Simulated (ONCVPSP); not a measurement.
# Transferability test, ONCV potential for Ti (Z = 22)

ONCVPSP 4.0.1 input, shortened (lines: element, Z, core and valence counts, functional; n l f; lmax; l rc ep ncon nbas qcut; lloc lpopt rc5 dvloc0; l nproj debl; icmod fcfact rcfact), PBE, scalar-relativistic:

```
  Ti 22.00    3    3        4      upf
    1    0    2.00
    2    0    2.00
    2    1    6.00
    3    0    2.00
    3    1    6.00
    3    2    1.00
    2
    0    1.15    0.00    5    8    6.40
    1    1.60    0.00    5    8    7.20
    2    2.20    0.00    3    7    8.00
    4    5    0.90    6.00
    0    2    3.50
    1    2    1.10
    2    3    3.60
    0    0.00    0.00
```

In the p channel the program set the typed energies aside and used -2.606, 0.250 Ha.

Energies are relative to the spin-unpolarised reference configuration 3s2 3p6 3d1; without spin polarisation the order of configurations can differ from experiment.

Task: Give the all-electron excitation energy and the error of the potential for: 3s2 3p6 3d2 4s2; 3s2 3p6 3d2 4s1; 3s2 3p6 3d2; 3s1 3p6 3d2 4s2.

Result:

| valence configuration | charge | ΔE all-electron (eV) | error AE − PS (meV) |
| --- | --- | --- | --- |
| 3s2 3p6 3d2 4s2 | 0 | -47.867 | +130 |
| 3s2 3p6 3d2 4s1 | +1 | -40.520 | +158 |
| 3s2 3p6 3d2 | +2 | -26.948 | +189 |
| 3s1 3p6 3d2 4s2 | +1 | 21.787 | -179 |

Levels in the configuration 3s2 3p6 3d2:

```json
{"level": "3s", "all-electron (eV)": "-78.550", "pseudo (eV)": "-78.746"}
{"level": "3p", "all-electron (eV)": "-54.765", "pseudo (eV)": "-54.919"}
{"level": "3d", "all-electron (eV)": "-19.680", "pseudo (eV)": "-19.965"}
```
